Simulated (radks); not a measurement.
Values are calculated unless marked as measured or tabulated.
Q: These are the eigenvalues of the occupied orbitals of an atom or ion with whole-number occupations (hartree). Level of theory: Dirac Kohn-Sham, exchange-only PBE, spin-unpolarised, spherical densities, finite nucleus; Fermi nuclear charge, rms radius of each element as measured or else 0.836 A^(1/3) + 0.57 fm (a radial shooting solver on a logarithmic mesh with Libxc functionals).

1s1/2: -2971.218
2s1/2: -660.5881
2p1/2: -642.1758
2p3/2: -581.1178
3s1/2: -262.4809
3p1/2: -255.6018
3p3/2: -239.5598

Which element is it, and in what charge state? The configuration may be excited. Open shells, if any, fill j = l - 1/2 first.

A: Z = 77, iridium, charge +61: Ir61+ in [Ne] 3s2 3p4. The list shows which subshells hold electrons but not how many an open one holds; the 1s level, -2971.2 hartree, gives Z - s = 77.1 by -(Z - s)^2/2, which with screening and relativity narrows Z to a few neighbours, and the depths of the outer levels then fix element, charge and occupations together.
